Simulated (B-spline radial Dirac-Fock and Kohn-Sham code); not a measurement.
## Se⁶⁺ 2s: cross section and angular parameters

System: Se⁶⁺, [Ar] 3d10; threshold 1733.6 eV (orbital energy of the model). These are calculated numbers from an atomic code on a B-spline grid; the model is Dirac-Hartree-Slater photoionisation with a Latter tail; cross sections with all multipoles, angular parameters from the dipole term and its interference with E2.

Input of the calculation (task.json; shells as n, l, electrons):

```json
{"items": [{
  "Z": 34,
  "q": 6,
  "cfg": [[1, 0, 2], [2, 0, 2], [2, 1, 6], [3, 0, 2], [3, 1, 6], [3, 2, 10]],
  "A": 80,
  "rrms": 4.14,
  "do": "xps",
  "hv": [54.5, 64.6, 70.5, 79.1, 84.9, 100, 102.0, 104.0, 203.0, 263.0, 300, 400, 439.0, 600, 621.0, 870.0, 1000, 1060.0, 1070.0, 1580.0, 2530.0, 2880.0, 3870.0, 3890.0, 4000, 4690.0, 5414.7, 6000, 6730.0, 7000.0]
}]}
```

Launch: `python xray2_run.py task.json out`

For linearly polarised light dσ/dΩ = σ/(4π) [1 + β P₂(cos θ) + (δ + γ cos²θ) sin θ cos φ], with θ from the polarisation vector and φ the angle between the beam and the projection of the electron momentum on the plane normal to the polarisation.

| hν (eV) | σ (kb) | β | γ |
| --- | --- | --- | --- |
| 2530 | 40.3 | 1.998 | -0.016 |
| 2880 | ? | ? | ? |
| 3870 | 18.4 | 1.999 | 0.005 |
| 3890 | 18.2 | 1.999 | 0.008 |
| 4000 | 17.3 | 1.999 | 0.025 |
| 4690 | 12.5 | 1.999 | 0.143 |
| 5414.7 | 9.33 | 1.999 | 0.277 |
| 6000 | 7.51 | 1.998 | 0.387 |
| 6730 | 5.86 | 1.998 | 0.523 |
| 7000 | 5.37 | 1.998 | 0.573 |

Problem. Give the values at 2880 eV.

Solution. σ = 32.0 kb, β = 1.998, γ = -0.068. For an s subshell δ is negligible.
